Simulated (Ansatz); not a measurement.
Reaction (formal exchange of groups at the Si–Si bond): `N[SiH2][SiH2]F` + `C=COC=C` → `C=CO[SiH2]F` + `C=C[SiH2]N`

Calculated with Ansatz (gas phase, PBE0-D4/def2-TZVP geometries, no zero-point term in ΔE). CCSD(T)/CBS is the MP2 limit (def2-TZVPP, def2-QZVPP) plus CCSD(T) − MP2 in def2-TZVPP, frozen cores. DFT in def2-TZVPP. Each species was taken in one conformer, which may not be the lowest.

| level | ΔE (kcal/mol) |
| --- | --- |
| B2PLYP | -42.9 |
| r2SCAN | -40.0 |

(1) What does CCSD(T)/CBS give? (An estimate is asked.)

Largest T1 diagnostic among the species: 0.013.

Answers

(1) Ansatz gave: -43.7 kcal/mol. The listed levels differ from it by 0.8, 3.7 kcal/mol.

In def2-TZVPP, CCSD(T) changes the Hartree–Fock value by +3.4 kcal/mol (the triples alone add +0.7 kcal/mol) and MP2 by +0.9 kcal/mol. From PBE to PBE0 (25 % exact exchange), in def2-TZVPP and without D4, ΔE moves by −2.8 kcal/mol.
